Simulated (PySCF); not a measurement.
C₂H₆F₂Si, SMILES C[Si@H](F)CF.

Geometry optimised at ωB97X-D3(BJ)/def2-SVP. The structure was generated by enumeration; whether it is a known compound was not checked. The values are those of a single conformer.

Two levels are set side by side: PBE/def2-TZVP (PySCF) and B3LYP/def2-TZVP (PySCF). Same geometry, gas phase. Differences are taken from unrounded values.

| quantity | PBE |
|---|---|
| orbital gap (eV) | 6.65 |
| highest occupied level (eV) | -7.03 |
| lowest empty level (eV) | -0.37 |
| dipole moment (D) | 2.92 |
| mean polarisability (bohr³) | 51.3 |

Problem. These are the PBE values. What does B3LYP give? (The exact figures need the calculation; the answer reports its results.)

Solution. 
```json
[
 {"quantity": "orbital gap (eV)", "B3LYP": "8.64", "PBE minus B3LYP": "-1.99"},
 {"quantity": "highest occupied level (eV)", "B3LYP": "-8.36", "PBE minus B3LYP": "1.34"},
 {"quantity": "lowest empty level (eV)", "B3LYP": "0.28", "PBE minus B3LYP": "-0.65"},
 {"quantity": "dipole moment (D)", "B3LYP": "3.06", "PBE minus B3LYP": "-0.14"},
 {"quantity": "mean polarisability (bohr³)", "B3LYP": "49.5", "PBE minus B3LYP": "1.9"}
]
```

Without exact exchange PBE keeps part of each electron's self-repulsion, which lifts occupied levels and narrows the gap. PBE's more diffuse valence density responds more strongly to a field. Differences between two approximate levels are no errors against the true value.

Rough cost on one machine, each run with all the roots and properties that it gave: B3LYP against PBE within a factor of 2.
